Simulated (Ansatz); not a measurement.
A structure relaxed at PBE0-D4/def2-TZVP, charge 0, multiplicity 1:

Cartesian coordinates in Å:
```
C 0.575 -1.212 0.353
O 0.239 -0.430 -0.773
In -0.629 1.315 -0.599
Cl -0.948 2.167 1.523
Cl -1.267 2.485 -2.462
H 1.536 -1.699 0.160
H -0.177 -1.992 0.519
H 0.671 -0.633 1.279
```

Task: Give its formula and SMILES.

Result: CH3Cl2InO, `C[O][In]([Cl])[Cl]`.

Task: Summarise the bond lengths by kind.

Result: 1 × C–O 1.412 Å; 3 × C–H 1.094 to 1.097 Å; 1 × In–O 1.957 Å; 2 × Cl–In 2.291 to 2.308 Å.

Results of the Gaussian-basis code of Ansatz.
